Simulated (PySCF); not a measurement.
CH7NOSi3, SMILES N1=C([SiH2][Si@H]1O)[SiH3].

Geometry optimised at PBE-D3(BJ)/def2-SVP. The structure was generated by enumeration; whether it is a known compound was not checked. One conformer was computed; it need not be the lowest.

Level of theory: PBE-D3(BJ)/def2-SVP (PySCF 2.14.0).

Frequencies are harmonic and unscaled.

Computed harmonic wavenumbers and intensities:
```csv
mode,ν (cm⁻¹),IR (km/mol),moving atoms (share of kinetic energy)
1,41,0.1,H 87 %
2,75,1.9,"N 32 %, O 29 %, H 22 %, Si 16 %"
3,134,2.2,"Si 37 %, O 26 %, H 18 %, N 10 %, C 10 %"
4,171,16.8,"Si 37 %, H 32 %, O 23 %"
5,217,6.3,"H 52 %, C 33 %, Si 9 %"
6,235,86.4,"H 76 %, O 11 %"
7,271,7.0,"H 33 %, N 24 %, Si 24 %, O 18 %"
8,324,2.7,"Si 67 %, H 15 %"
9,377,4.7,"Si 51 %, H 25 %, C 9 %, N 9 %"
10,447,4.8,"Si 64 %, H 20 %, C 9 %"
11,475,14.4,"H 45 %, Si 32 %, N 16 %"
12,538,11.7,"H 91 %, Si 8 %"
13,578,17.4,"H 72 %, Si 15 %"
14,611,75.7,"H 62 %, Si 17 %, N 14 %"
15,664,60.7,"H 56 %, C 16 %, N 16 %, Si 11 %"
16,685,29.8,"H 47 %, C 25 %, N 19 %, Si 8 %"
17,724,99.2,"H 66 %, N 18 %, Si 11 %"
18,767,260.6,"H 73 %, Si 15 %, N 10 %"
19,823,86.5,"H 42 %, O 42 %, Si 14 %"
20,838,130.7,"H 72 %, C 23 %"
21,878,191.6,"H 82 %, Si 10 %"
22,899,30.2,H 97 %
23,902,50.6,H 97 %
24,922,39.9,"H 39 %, Si 24 %, C 19 %, O 12 %"
25,936,85.2,"H 45 %, C 26 %, Si 20 %"
26,1502,43.0,"C 55 %, N 45 %"
27,2111,120.6,H 97 %
28,2127,130.3,H 97 %
29,2145,73.5,H 96 %
30,2150,64.6,H 98 %
31,2157,103.8,H 96 %
32,2185,88.0,H 96 %
33,3756,106.7,H 94 %
```
